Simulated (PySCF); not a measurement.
C2H6B, multiplicity 2. Atoms are numbered in the order given.

```xyz
9

C      1.3952    -0.0124     0.0985
B      0.0000     0.0000    -0.5634
C     -1.3952     0.0124     0.0985
H      1.6716     1.0485     0.2031
H      2.1844    -0.4744    -0.4968
H      1.4020    -0.4369     1.1109
H     -1.4020     0.4369     1.1109
H     -2.1844     0.4744    -0.4968
H     -1.6716    -1.0485     0.2031
```
Charge 0, spin multiplicity 2.

The structure is a stationary point at PBE0-D3(BJ)/def2-TZVP. The isomer is the one that the SMILES or the coordinates give; other isomers of the formula were not compared.

All values below come from TDA-PBE0/def2-SVPD (PySCF).

Vertical excitations. 

| state | energy (eV) | λ (nm) | f | main pairs |
|---|---|---|---|---|
| root 1 | 1.84 | 674 | 0.006 | α HOMO→LUMO 99 % |
| root 2 | 4.40 | 282 | 0.003 | α HOMO→LUMO+1 99 % |
| root 3 | 5.36 | 231 | 0.041 | α HOMO→LUMO+2 99 % |
| root 4 | 5.61 | 221 | 0.138 | α HOMO→LUMO+3 99 % |
| root 5 | 6.26 | 198 | 0.000 | α HOMO−1→LUMO 75 %, β HOMO→LUMO+1 22 % |
| root 6 | 6.30 | 197 | 0.001 | α HOMO→LUMO+4 97 % |
| root 7 | 6.54 | 190 | 0.028 | α HOMO→LUMO+6 96 % |
| root 8 | 6.63 | 187 | 0.003 | β HOMO→LUMO 93 % |
| root 9 | 6.69 | 185 | 0.027 | α HOMO→LUMO+5 98 % |
| root 10 | 6.92 | 179 | 0.000 | α HOMO→LUMO+7 97 % |
Unrestricted roots are not spin-pure.
